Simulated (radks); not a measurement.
Question: Species: Os+. Configuration: [Xe] 4f14 5d6 6s0.5 6p0.5 (fractional occupations, a model configuration). All-electron calculation, scalar-relativistic Kohn-Sham, PBEsol, spin-unpolarised, spherical densities, point nucleus. Program: a radial shooting solver on a logarithmic mesh with Libxc functionals. Some entries of the table are withheld. Estimate them.

| orbital | occ. | eigenvalue (hartree) | <r^2> (bohr^2) | <r> (bohr) |
|---|---|---|---|---|
| 1s | 2 | -2714.416 | 0.0004334 | 0.01773 |
| 2s | 2 | -473.0177 | 0.006643 | 0.07490 |
| 2p | 6 | -411.9298 | 0.005534 | 0.06729 |
| 3s | 2 | -110.3202 | 0.04301 | 0.1939 |
| 3p | 6 | -92.38751 | 0.04390 | 0.1946 |
| 3d | 10 | (1) | 0.03638 | 0.1762 |
| 4s | 2 | -23.52617 | 0.2106 | 0.4319 |
| 4p | 6 | -17.64470 | 0.2401 | (2) |
| 4d | 10 | -10.34704 | 0.2769 | 0.4891 |
| 5s | 2 | -3.69238 | 1.136 | 1.006 |
| 4f | 14 | -2.23728 | 0.3824 | 0.5566 |
| 5p | 6 | -2.19625 | 1.548 | 1.169 |
| 5d | 6 | -0.54779 | 3.599 | 1.742 |
| 6s | 0.5 | -0.50386 | 8.540 | 2.751 |
| 6p | 0.5 | -0.27532 | 15.29 | 3.666 |

Answer: 
(1) 3d eigenvalue (hartree): -72.35788
(2) 4p <r> (bohr): 0.4595
